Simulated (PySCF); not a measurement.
C2BrCl2F, SMILES F/C(Cl)=C(/Cl)Br.

Geometry: PBE-D3(BJ)/def2-SVP. The structure was generated by enumeration; whether it is a known compound was not checked.

Level of theory: PySCF with PBE-D3(BJ)/def2-SVP.

Frequencies are harmonic and unscaled.

```csv
mode,ν (cm⁻¹),IR (km/mol),moving atoms (share of kinetic energy)
1,105,0.1,"F 42 %, Cl 42 %, Br 10 %"
2,154,1.1,"Cl 52 %, F 22 %, Br 19 %"
3,210,0.1,"Cl 67 %, Br 16 %, F 11 %"
4,281,0.0,"Br 44 %, Cl 38 %, F 12 %"
5,294,0.7,"C 82 %, F 10 %"
6,395,1.0,"Cl 51 %, F 46 %"
7,500,0.3,"Cl 40 %, F 39 %, C 19 %"
8,517,1.5,C 94 %
9,782,130.6,"C 78 %, Cl 14 %"
10,933,98.9,"C 85 %, Cl 9 %"
11,1183,120.8,"C 72 %, F 27 %"
12,1645,48.7,C 98 %
```
